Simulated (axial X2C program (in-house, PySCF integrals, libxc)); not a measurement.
## Worked dissociation energy of BaPd⁺: MP2, with spin–orbit coupling

All values were computed with an axial X2C code built on PySCF integrals. Two-component (2c) means X2C with spin–orbit coupling and atomic mean-field two-electron Coulomb and Gaunt terms. Basis: Ba dyall-v2z [12s13p8d], Pd dyall-v2z [10s10p7d2f] (cores contracted in-house); Gaussian nuclei, density fitting, unrestricted open shells. Masses: Ba 137.905 u, Pd 105.903 u.

Molecular state: Ω = 1/2 (⟨Sz⟩ = 0.50, ⟨Lz⟩ = 0.00 at HF).

Correlated methods: 19 electrons correlated (number of frozen shells: Ba 4 s, 3 p, 2 d; Pd 4 s, 3 p, 1 d), 191 virtual spin orbitals or spinors in MP2.

- E(Ba+) (2M_J = 1): -8128.315890 hartree
- E(Pd) (2M_J = 0): -5040.999829 hartree
- E(BaPd⁺) at Re: -13169.380641 hartree
- ωe: 165.2 cm⁻¹
- ωexe: 0.166 cm⁻¹

(1) Work out De and D0.

Occupations by symmetry block were frozen at the best pattern of an incomplete PBE0 search. De is counted from the lowest determinant-based energies of the atoms at the same level, without counterpoise correction.

Each atomic determinant is the lowest at this level and need not be a pure J level. Totals compare only within one Hamiltonian and basis.

Results:

(1) De = -8128.315890 + (-5040.999829) − (-13169.380641) = 0.06492 hartree = 1.767 eV. The zero-point energy is ωe/2 − ωexe/4 = 83 cm⁻¹ = 0.010 eV, so D0 = 1.756 eV.
